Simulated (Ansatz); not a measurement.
Born–Oppenheimer molecular dynamics of a periodic cell of 17 atoms, LiSi16 (host Si, host structure diamond, interstitial Li). It starts from a relaxed structure.

Level of theory: Ansatz, DFT PBE, scalar-relativistic, plane waves, PAW. Settings: PAW set soft_1, cutoff 420 eV, k mesh 2x2x2, fermi-dirac smearing 0.02 eV, spin collinear.

- ensemble: NVT, Langevin thermostat
- time step: 1.5 fs
- steps asked: 300
- set temperature: 1500 K
- friction: 0.05 /fs
- seed: 305252

Frames 1.5 fs apart, positions in Å, forces in eV/Å.

Velocities at 420.0 fs (Å/ps):

```
Si -3.23 0.56 -0.76
Si 3.20 -0.34 1.40
Si -12.88 1.68 4.02
Si 14.55 5.67 9.80
Si -1.41 -0.65 -2.14
Si 9.13 -4.04 4.66
Si 0.85 2.21 -5.33
Si -10.74 10.35 2.00
Si 9.97 -3.83 -1.55
Si -4.09 -1.36 2.79
Si 4.25 -8.64 14.55
Si 3.23 -1.37 9.58
Si -8.10 -0.39 1.32
Si -2.86 2.01 7.31
Si -2.43 -9.19 -3.16
Si 20.21 -2.17 0.29
Li 11.36 -4.47 15.64
```

```xyz
17
Lattice="0.0000 5.4300 5.4300 5.4300 0.0000 5.4300 5.4300 5.4300 0.0000" Properties=species:S:1:pos:R:3:forces:R:3 time_fs=420.0 energy_less_start_eV=3.796 T=1479
Si -0.335 0.209 0.579 -2.04 -0.68 -0.19
Si 1.232 1.388 1.724 2.11 -0.20 1.07
Si 2.895 2.559 0.351 -0.27 -0.98 -1.92
Si 3.845 3.848 1.800 0.80 2.38 0.65
Si 3.018 -0.114 2.716 0.27 2.04 -0.36
Si 4.034 1.625 4.246 0.77 -1.56 -0.85
Si 5.603 2.860 2.825 0.23 -0.53 0.76
Si 7.250 4.044 4.111 -0.91 -1.11 0.95
Si 0.025 2.991 2.855 -1.66 -2.97 -1.15
Si 0.659 4.087 4.558 2.19 1.37 1.68
Si 2.234 5.175 2.901 -0.09 0.65 -0.55
Si 3.977 6.329 4.076 -0.28 2.04 -0.25
Si 2.583 2.948 5.402 0.28 1.02 -0.01
Si 4.319 4.016 6.625 -0.69 1.07 -0.32
Si 5.698 5.394 5.234 0.34 0.00 1.14
Si 6.787 7.030 6.696 -0.66 -2.29 0.89
Li 6.840 6.669 10.247 -0.40 -0.26 -1.55
17
Lattice="0.0000 5.4300 5.4300 5.4300 0.0000 5.4300 5.4300 5.4300 0.0000" Properties=species:S:1:pos:R:3:forces:R:3 time_fs=421.5 energy_less_start_eV=3.833 T=1506
Si -0.335 0.209 0.578 -1.97 -0.64 -0.12
Si 1.237 1.387 1.728 2.03 -0.29 1.03
Si 2.875 2.560 0.356 0.12 -0.50 -1.60
Si 3.867 3.857 1.816 0.31 2.22 0.19
Si 3.015 -0.112 2.713 0.26 2.01 -0.22
Si 4.046 1.617 4.251 0.63 -1.38 -0.83
Si 5.603 2.862 2.815 0.55 -0.76 0.90
Si 7.232 4.059 4.113 -0.71 -1.31 0.81
Si 0.038 2.983 2.853 -1.72 -2.85 -1.06
Si 0.654 4.087 4.562 2.14 1.32 1.61
Si 2.240 5.165 2.923 -0.04 0.71 -0.61
Si 3.981 6.329 4.091 -0.40 2.08 -0.32
Si 2.572 2.949 5.400 0.60 1.06 -0.13
Si 4.316 4.018 6.637 -0.69 0.97 -0.42
Si 5.693 5.381 5.228 0.31 0.20 1.38
Si 6.815 7.026 6.697 -0.91 -2.45 1.05
Li 6.861 6.661 10.269 -0.50 -0.39 -1.68
17
Lattice="0.0000 5.4300 5.4300 5.4300 0.0000 5.4300 5.4300 5.4300 0.0000" Properties=species:S:1:pos:R:3:forces:R:3 time_fs=423.0 energy_less_start_eV=3.883 T=1533
Si -0.330 0.211 0.580 -1.96 -0.64 -0.05
Si 1.243 1.385 1.735 2.00 -0.37 0.98
Si 2.857 2.558 0.357 0.49 -0.03 -1.28
Si 3.890 3.865 1.833 -0.26 2.12 -0.29
Si 3.016 -0.102 2.712 0.22 1.90 -0.07
Si 4.060 1.609 4.253 0.47 -1.17 -0.78
Si 5.600 2.863 2.801 0.93 -0.99 1.11
Si 7.213 4.073 4.113 -0.51 -1.47 0.64
Si 0.052 2.971 2.854 -1.81 -2.68 -0.94
Si 0.651 4.090 4.565 2.09 1.26 1.50
Si 2.249 5.160 2.945 -0.03 0.71 -0.70
Si 3.981 6.330 4.105 -0.47 2.14 -0.36
Si 2.563 2.955 5.397 0.86 1.01 -0.17
Si 4.314 4.022 6.653 -0.69 0.87 -0.52
Si 5.686 5.369 5.223 0.29 0.35 1.61
Si 6.839 7.020 6.699 -1.06 -2.52 1.12
Li 6.877 6.650 10.292 -0.57 -0.49 -1.80
17
Lattice="0.0000 5.4300 5.4300 5.4300 0.0000 5.4300 5.4300 5.4300 0.0000" Properties=species:S:1:pos:R:3:forces:R:3 time_fs=424.5 energy_less_start_eV=3.934 T=1742
Si -0.327 0.214 0.583 -1.94 -0.65 0.03
Si 1.249 1.381 1.743 1.99 -0.41 0.93
Si 2.842 2.561 0.360 0.72 0.31 -1.06
Si 3.912 3.875 1.850 -0.83 2.09 -0.72
Si 3.019 -0.090 2.716 0.17 1.78 0.07
Si 4.078 1.598 4.256 0.26 -0.90 -0.72
Si 5.595 2.865 2.786 1.36 -1.25 1.33
Si 7.194 4.085 4.111 -0.31 -1.60 0.50
Si 0.064 2.958 2.857 -1.90 -2.48 -0.82
Si 0.649 4.095 4.572 2.03 1.17 1.35
Si 2.264 5.161 2.969 -0.10 0.65 -0.82
Si 3.974 6.328 4.119 -0.42 2.24 -0.33
Si 2.557 2.963 5.397 1.09 0.88 -0.21
Si 4.310 4.031 6.670 -0.65 0.73 -0.57
Si 5.678 5.360 5.221 0.26 0.50 1.79
Si 6.861 7.011 6.703 -1.14 -2.52 1.12
Li 6.889 6.636 10.312 -0.60 -0.54 -1.87
17
Lattice="0.0000 5.4300 5.4300 5.4300 0.0000 5.4300 5.4300 5.4300 0.0000" Properties=species:S:1:pos:R:3:forces:R:3 time_fs=426.0 energy_less_start_eV=3.961 T=1569
Si -0.328 0.214 0.588 -1.86 -0.60 0.08
Si 1.252 1.372 1.754 1.99 -0.38 0.84
Si 2.830 2.570 0.365 0.83 0.53 -0.90
Si 3.931 3.887 1.865 -1.32 2.05 -1.06
Si 3.020 -0.076 2.720 0.15 1.64 0.17
Si 4.097 1.586 4.255 0.03 -0.64 -0.65
Si 5.589 2.865 2.774 1.80 -1.49 1.49
Si 7.177 4.098 4.107 -0.15 -1.73 0.40
Si 0.074 2.946 2.862 -1.98 -2.23 -0.67
Si 0.650 4.103 4.581 1.98 1.01 1.09
Si 2.282 5.163 2.989 -0.26 0.57 -0.92
Si 3.962 6.330 4.130 -0.23 2.33 -0.23
Si 2.551 2.969 5.395 1.32 0.78 -0.24
Si 4.306 4.041 6.684 -0.60 0.61 -0.60
Si 5.671 5.356 5.219 0.19 0.63 1.90
Si 6.884 7.002 6.706 -1.25 -2.49 1.16
Li 6.906 6.620 10.326 -0.63 -0.57 -1.86
17
Lattice="0.0000 5.4300 5.4300 5.4300 0.0000 5.4300 5.4300 5.4300 0.0000" Properties=species:S:1:pos:R:3:forces:R:3 time_fs=427.5 energy_less_start_eV=3.962 T=1498
Si -0.331 0.211 0.595 -1.80 -0.53 0.07
Si 1.252 1.360 1.768 2.03 -0.35 0.69
Si 2.819 2.578 0.370 0.87 0.67 -0.78
Si 3.945 3.900 1.877 -1.66 1.96 -1.29
Si 3.021 -0.059 2.721 0.13 1.49 0.29
Si 4.118 1.578 4.247 -0.19 -0.47 -0.55
Si 5.583 2.865 2.767 2.18 -1.66 1.54
Si 7.163 4.111 4.105 -0.02 -1.82 0.31
Si 0.086 2.934 2.869 -2.11 -1.93 -0.53
Si 0.656 4.111 4.591 1.88 0.86 0.84
Si 2.298 5.162 3.006 -0.39 0.53 -1.00
Si 3.952 6.339 4.136 -0.02 2.37 -0.11
Si 2.545 2.971 5.389 1.55 0.70 -0.22
Si 4.300 4.054 6.698 -0.53 0.44 -0.62
Si 5.665 5.355 5.219 0.08 0.75 1.96
Si 6.907 6.990 6.708 -1.37 -2.44 1.21
Li 6.916 6.606 10.335 -0.64 -0.56 -1.80
17
Lattice="0.0000 5.4300 5.4300 5.4300 0.0000 5.4300 5.4300 5.4300 0.0000" Properties=species:S:1:pos:R:3:forces:R:3 time_fs=429.0 energy_less_start_eV=3.983 T=1582
Si -0.334 0.209 0.601 -1.76 -0.49 0.05
Si 1.253 1.345 1.785 2.04 -0.31 0.53
Si 2.806 2.583 0.374 0.92 0.81 -0.67
Si 3.955 3.913 1.889 -1.93 1.84 -1.50
Si 3.018 -0.043 2.722 0.16 1.38 0.42
Si 4.141 1.575 4.237 -0.37 -0.35 -0.45
Si 5.581 2.868 2.759 2.48 -1.78 1.59
Si 7.150 4.126 4.103 0.10 -1.95 0.23
Si 0.098 2.920 2.877 -2.28 -1.62 -0.43
Si 0.666 4.117 4.599 1.76 0.75 0.64
Si 2.311 5.156 3.021 -0.48 0.56 -1.02
Si 3.946 6.350 4.139 0.12 2.37 -0.01
Si 2.540 2.969 5.383 1.76 0.62 -0.15
Si 4.291 4.071 6.715 -0.40 0.22 -0.67
Si 5.660 5.355 5.220 -0.05 0.88 2.03
Si 6.926 6.979 6.713 -1.42 -2.38 1.20
Li 6.923 6.591 10.348 -0.63 -0.56 -1.77
17
Lattice="0.0000 5.4300 5.4300 5.4300 0.0000 5.4300 5.4300 5.4300 0.0000" Properties=species:S:1:pos:R:3:forces:R:3 time_fs=430.5 energy_less_start_eV=4.031 T=1533
Si -0.334 0.210 0.603 -1.75 -0.46 0.03
Si 1.251 1.329 1.805 2.07 -0.26 0.33
Si 2.795 2.590 0.381 0.91 0.90 -0.59
Si 3.968 3.929 1.895 -2.14 1.74 -1.64
Si 3.014 -0.028 2.724 0.22 1.31 0.55
Si 4.164 1.576 4.229 -0.55 -0.28 -0.37
Si 5.581 2.868 2.748 2.70 -1.83 1.63
Si 7.136 4.144 4.101 0.24 -2.13 0.15
Si 0.107 2.903 2.882 -2.44 -1.24 -0.23
Si 0.678 4.125 4.607 1.64 0.57 0.38
Si 2.319 5.149 3.032 -0.53 0.61 -1.02
Si 3.938 6.360 4.146 0.23 2.36 0.02
Si 2.535 2.964 5.383 1.95 0.61 -0.12
Si 4.279 4.087 6.731 -0.26 0.01 -0.74
Si 5.655 5.355 5.219 -0.22 1.00 2.12
Si 6.938 6.967 6.715 -1.45 -2.36 1.21
Li 6.936 6.573 10.363 -0.60 -0.55 -1.73
17
Lattice="0.0000 5.4300 5.4300 5.4300 0.0000 5.4300 5.4300 5.4300 0.0000" Properties=species:S:1:pos:R:3:forces:R:3 time_fs=432.0 energy_less_start_eV=4.048 T=1494
Si -0.328 0.212 0.605 -1.80 -0.42 -0.03
Si 1.246 1.312 1.824 2.14 -0.16 0.15
Si 2.791 2.601 0.394 0.76 0.85 -0.65
Si 3.981 3.944 1.895 -2.20 1.66 -1.61
Si 3.009 -0.011 2.726 0.32 1.20 0.66
Si 4.184 1.579 4.219 -0.71 -0.25 -0.26
Si 5.583 2.862 2.739 2.79 -1.78 1.60
Si 7.124 4.161 4.097 0.40 -2.31 0.08
Si 0.110 2.885 2.885 -2.57 -0.85 0.02
Si 0.691 4.132 4.615 1.50 0.35 0.11
Si 2.325 5.144 3.043 -0.52 0.61 -1.08
Si 3.930 6.369 4.153 0.36 2.36 0.07
Si 2.533 2.960 5.388 2.10 0.59 -0.13
Si 4.269 4.100 6.742 -0.14 -0.16 -0.76
Si 5.653 5.355 5.218 -0.41 1.11 2.19
Si 6.946 6.951 6.712 -1.47 -2.31 1.25
Li 6.952 6.551 10.374 -0.53 -0.46 -1.62
17
Lattice="0.0000 5.4300 5.4300 5.4300 0.0000 5.4300 5.4300 5.4300 0.0000" Properties=species:S:1:pos:R:3:forces:R:3 time_fs=433.5 energy_less_start_eV=4.026 T=1420
Si -0.322 0.215 0.610 -1.84 -0.38 -0.16
Si 1.242 1.295 1.843 2.18 -0.02 -0.02
Si 2.787 2.614 0.410 0.59 0.75 -0.74
Si 3.992 3.962 1.891 -2.19 1.55 -1.47
Si 3.002 0.004 2.728 0.46 1.07 0.72
Si 4.202 1.579 4.208 -0.84 -0.20 -0.12
Si 5.588 2.856 2.729 2.75 -1.69 1.54
Si 7.114 4.173 4.093 0.52 -2.46 0.04
Si 0.109 2.868 2.892 -2.68 -0.57 0.19
Si 0.704 4.142 4.618 1.40 0.17 -0.05
Si 2.329 5.143 3.058 -0.47 0.55 -1.21
Si 3.922 6.381 4.156 0.56 2.34 0.17
Si 2.532 2.958 5.396 2.21 0.55 -0.14
Si 4.262 4.112 6.753 -0.07 -0.28 -0.77
Si 5.652 5.355 5.219 -0.62 1.19 2.20
Si 6.952 6.931 6.708 -1.46 -2.23 1.27
Li 6.973 6.530 10.375 -0.50 -0.35 -1.44
17
Lattice="0.0000 5.4300 5.4300 5.4300 0.0000 5.4300 5.4300 5.4300 0.0000" Properties=species:S:1:pos:R:3:forces:R:3 time_fs=435.0 energy_less_start_eV=3.972 T=1411
Si -0.316 0.220 0.611 -1.81 -0.30 -0.28
Si 1.243 1.277 1.860 2.12 0.15 -0.20
Si 2.783 2.625 0.422 0.46 0.69 -0.76
Si 4.003 3.980 1.885 -2.16 1.41 -1.31
Si 2.998 0.012 2.731 0.56 1.00 0.81
Si 4.213 1.577 4.196 -0.93 -0.14 -0.01
Si 5.593 2.852 2.722 2.66 -1.60 1.46
Si 7.104 4.183 4.089 0.61 -2.57 0.01
Si 0.105 2.852 2.900 -2.73 -0.42 0.26
Si 0.718 4.153 4.615 1.32 0.01 -0.13
Si 2.334 5.142 3.075 -0.39 0.48 -1.39
Si 3.912 6.398 4.159 0.82 2.30 0.27
Si 2.533 2.955 5.408 2.27 0.53 -0.18
Si 4.255 4.122 6.766 0.04 -0.43 -0.83
Si 5.649 5.356 5.221 -0.81 1.26 2.18
Si 6.957 6.911 6.706 -1.45 -2.14 1.30
Li 6.998 6.519 10.362 -0.57 -0.25 -1.20
17
Lattice="0.0000 5.4300 5.4300 5.4300 0.0000 5.4300 5.4300 5.4300 0.0000" Properties=species:S:1:pos:R:3:forces:R:3 time_fs=436.5 energy_less_start_eV=3.888 T=1228
Si -0.308 0.221 0.610 -1.77 -0.20 -0.36
Si 1.249 1.260 1.874 1.94 0.37 -0.35
Si 2.775 2.634 0.431 0.37 0.65 -0.75
Si 4.009 3.997 1.879 -2.06 1.21 -1.17
Si 2.995 0.017 2.732 0.66 0.93 0.93
Si 4.223 1.576 4.184 -0.99 -0.12 0.10
Si 5.597 2.847 2.716 2.50 -1.48 1.33
Si 7.092 4.187 4.082 0.68 -2.60 0.01
Si 0.098 2.842 2.911 -2.71 -0.39 0.26
Si 0.734 4.164 4.615 1.25 -0.15 -0.18
Si 2.340 5.139 3.090 -0.32 0.42 -1.59
Si 3.898 6.415 4.160 1.18 2.23 0.41
Si 2.539 2.954 5.422 2.26 0.49 -0.21
Si 4.248 4.130 6.776 0.14 -0.55 -0.85
Si 5.648 5.352 5.229 -1.01 1.38 2.08
Si 6.964 6.893 6.706 -1.43 -2.05 1.29
Li 7.022 6.511 10.338 -0.70 -0.14 -0.95
```

Of the whole run (450 fs, mean temperature of the second half 1599 K): A run of 0.45 ps of so small a system gives no equilibrium averages. Limits of this set-up: coarse k mesh.

The run took 16 min on 1 thread of AMD EPYC 9R45 96-Core Processor (Zen 5), on a shared host, peak memory 0.7 GiB.
